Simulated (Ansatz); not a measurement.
`C[SiH](C)P` + `OB(F)F` → `FB(F)OP` + `C[SiH2]C`  (cleavage of the P–Si bond)

Calculated with Ansatz (gas phase, PBE0-D4/def2-TZVP geometries, no zero-point term in ΔE). CCSD(T)/CBS is the MP2 limit (def2-TZVPP, def2-QZVPP) plus CCSD(T) − MP2 in def2-TZVPP, frozen cores. This one scheme is used for every species. DFT in def2-TZVPP. HSE06 is defined as in plane-wave codes. One conformer a species, not always the lowest.

Question: Is it downhill or uphill in electronic energy at CCSD(T)/CBS, and by how much? (Best estimate.)

Answer: Computed: Uphill: ΔE = +12.8 kcal/mol.

Question: What do these levels give: PBE-D4, BLYP-D4, r2SCAN-D4, BLYP, r2SCAN, PBE0, r2SCANh, HSE06, MP2/def2-SVP, SCS-MP2/def2-TZVPP, CCSD/def2-TZVPP, HF/def2-QZVPP? (Estimate.)

Answer: Ansatz gave: PBE-D4 15.2, BLYP-D4 11.0, r2SCAN-D4 13.7, BLYP 9.3, r2SCAN 13.4, PBE0 14.1, r2SCANh 13.4, HSE06 14.2, MP2/def2-SVP 14.4, SCS-MP2/def2-TZVPP 10.7, CCSD/def2-TZVPP 11.5, HF/def2-QZVPP 5.7 kcal/mol.

Largest T1 diagnostic among the species: 0.013.

The D4 term adds +1.5 kcal/mol with B3LYP and +0.9 kcal/mol with PBE0; it sums over pairs of atoms, weighted by their polarisabilities, and B3LYP, whose exchange is more repulsive, gets the larger term. Leaving LDA and LC-ωPBE aside and taking each functional with its dispersion term where it has one, the values, not all of them listed here, spread over 5.6 kcal/mol, from CAM-B3LYP-D4 to revPBE-D4. In def2-TZVPP, CCSD(T) changes the Hartree–Fock value by +6.2 kcal/mol (the triples alone add +0.9 kcal/mol) and MP2 by +7.1 kcal/mol.

B3LYP here is the variant with VWN-RPA as its local correlation; programs differ in this.
